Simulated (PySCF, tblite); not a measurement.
Scan of H6AlN, singlet: internal rotation, threefold axis kept, other coordinates relaxed. Scanned: torsion (0 = eclipsed). Other coordinates (Al-N length, H-Al-N angle, H-N-Al angle, Al-H length, N-H length) were minimised at PBE0/def2-TZVP.

Methods: GFN2-xTB, 300 K electronic temperature (tblite); CCSD(T) on RHF/cc-pVTZ, 6 core orbitals frozen (PySCF).

Energies relative to the lowest point of each profile, in kJ/mol; the last columns give the difference from CCSD(T):

```json
[
 {"at / °": "0", "GFN2-xTB": "2.86", "CCSD(T)": "2.47", "GFN2-xTB − CCSD(T)": "0.39"},
 {"at / °": "10", "GFN2-xTB": "2.69", "CCSD(T)": "2.31", "GFN2-xTB − CCSD(T)": "0.38"},
 {"at / °": "20", "GFN2-xTB": "2.16", "CCSD(T)": "1.88", "GFN2-xTB − CCSD(T)": "0.28"},
 {"at / °": "30", "GFN2-xTB": "1.49", "CCSD(T)": "1.28", "GFN2-xTB − CCSD(T)": "0.21"},
 {"at / °": "40", "GFN2-xTB": "0.73", "CCSD(T)": "0.64", "GFN2-xTB − CCSD(T)": "0.09"},
 {"at / °": "50", "GFN2-xTB": "0.22", "CCSD(T)": "0.17", "GFN2-xTB − CCSD(T)": "0.05"},
 {"at / °": "60", "GFN2-xTB": "0.00", "CCSD(T)": "0.00", "GFN2-xTB − CCSD(T)": "0.00"}
]
```

GFN2-xTB is furthest from CCSD(T) at 0 (0.39 kJ/mol, above); its mean absolute difference over the points is 0.20 kJ/mol.
